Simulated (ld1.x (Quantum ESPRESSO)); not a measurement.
**Transferability test, PAW potential for Fe (Z = 26)**

```
Element                 : iron
Generator               : ld1.x (Quantum ESPRESSO) 7.5
Type                    : PAW
Functional              : PBEsol
Relativity              : fully relativistic
Frozen core             : [Ne]
Valence charge          : 16
Reference configuration : 3s2 3p6 3d6 4s2 4p0
Partial waves           : 3s (bound): rcut 0.90, rcutus 0.96 bohr; 4s (bound): rcut 0.90, rcutus 0.96 bohr; 3p (bound): rcut 1.20, rcutus 1.60 bohr; 4p (bound, empty): rcut 1.20, rcutus 1.60 bohr; 3d (bound): rcut 0.70, rcutus 0.80 bohr; 3d channel at 1.6 Ry: rcut 0.70, rcutus 0.80 bohr
Local potential         : all-electron potential smoothed inside 1.20 bohr (lloc = -1)
Core correction         : Bessel-smoothed model core, default radius (core density twice the valence density)
Augmentation charge     : BESSEL, radius 0.50 bohr
```

Open shells are filled in proportion to 2j + 1 (rel_dist='average').

Energies are relative to the spin-unpolarised reference configuration 3s2 3p6 3d6 4s2 4p0; without spin polarisation the order of configurations can differ from experiment. Not all tests gave a result: test run stopped at test 5 of 7 (negative norm?).

**Question.** Give the all-electron excitation energy and the error of the potential for: 3s2 3p6 3d6 4s1 4p0; 3s2 3p6 3d6 4s0 4p0; 3s2 3p6 3d5 4s0 4p0; 3s2 3p6 3d6 4s0 4p1.

**Answer.**

| valence configuration | charge | ΔE all-electron (eV) | error AE − PS (meV) |
| --- | --- | --- | --- |
| 3s2 3p6 3d6 4s1 4p0 | +1 | 8.745 | -0.1 |
| 3s2 3p6 3d6 4s0 4p0 | +2 | 24.861 | +0.2 |
| 3s2 3p6 3d5 4s0 4p0 | +3 | 59.047 | -159 |
| 3s2 3p6 3d6 4s0 4p1 | +1 | 13.821 | +297 |

Levels in the configuration 3s2 3p6 3d6 4s1 4p0:

```json
{"level": "3s j=1/2", "all-electron (eV)": "-102.276", "pseudo (eV)": "-102.251"}
{"level": "3p j=1/2", "all-electron (eV)": "-69.488", "pseudo (eV)": "-69.508"}
{"level": "3p j=3/2", "all-electron (eV)": "-67.946", "pseudo (eV)": "-67.966"}
{"level": "3d j=3/2", "all-electron (eV)": "-16.076", "pseudo (eV)": "-16.068"}
{"level": "3d j=5/2", "all-electron (eV)": "-15.922", "pseudo (eV)": "-15.914"}
{"level": "4s j=1/2", "all-electron (eV)": "-12.325", "pseudo (eV)": "-12.325"}
```

These tests converged, but a pseudo level misses the all-electron one widely, so the file describes the atom poorly there or has found another state: 3s2 3p6 3d5 4s0 4p0: empty 4p by 5.6 eV (a node warning on the way).

The ghost test of this file was not conclusive.
